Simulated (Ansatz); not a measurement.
`CCB(C)F` + H₂Se → `CB(F)[SeH]` + `CC` at 400 K and 1 bar (ligand exchange at a B–C bond).

Gas-phase electronic energies from Ansatz, PBE0-D4/def2-TZVP geometries. CBS: MP2 limit from def2 TZ/QZ plus the TZ coupled-cluster correction, frozen cores. This one scheme is used for every species. For Se outer-core shells are correlated without core-valence functions, which leaves a few kJ/mol of doubt a bond. Scalar relativity is left out up to krypton. One conformer a species, not always the lowest.

```tsv
species	CCSD(T)/CBS energy (Eh)	H − E (kJ/mol)	S (J/(mol·K))
`CCB(C)F`	-243.64137	317.8	385.4
H₂Se	-2401.89790	49.4	229.5
`CB(F)[SeH]`	-2565.84504	162.9	352.6
`CC`	-79.71954	213.5	244.3
```

H − E and S are ideal-gas, rigid-rotor, harmonic terms from PBE0-D4/def2-TZVP, for one conformer and one mirror image of each species. 1 Eh = 2625.50 kJ/mol, R = 8.31446 J/(mol·K).

Problem. By hand: ΔE, ΔH, ΔS and ΔG.

Solution. ΔE = (-2565.84504) + (-79.71954) − (-243.64137) − (-2401.89790) = -0.02531 Eh = -66.5 kJ/mol. Δ(H − E) = 162.9 + 213.5 − 317.8 − 49.4 = 9.2, so ΔH = -57.3 kJ/mol. ΔS = 352.6 + 244.3 − 385.4 − 229.5 = -18.0 J/(mol·K). ΔG = -57.3 − 400 × (-18.0)/1000 = -50.1 kJ/mol.

Problem. By hand: the equilibrium constant, and the temperature at which ΔG would vanish if ΔH and ΔS stayed fixed.

Solution. log₁₀ K = −ΔG/(RT ln 10) = 6.5. ΔG = 0 at ΔH/ΔS = 3183 K, far beyond where these terms or the molecules hold.

ΔH outweighs TΔS. A doubt of 5 kJ/mol in ΔE shifts log₁₀ K by 0.7 here. Other conformers and mirror images would add mixing entropy, several J/(mol·K) or more a flexible species. Modes under 60 cm⁻¹, often nearly free rotors, make the harmonic entropy too high. These are equilibria of isolated gas molecules and say nothing of rates. Largest T1 diagnostic: 0.011 (customary marks: 0.02 for closed shells, 0.045 for open ones).
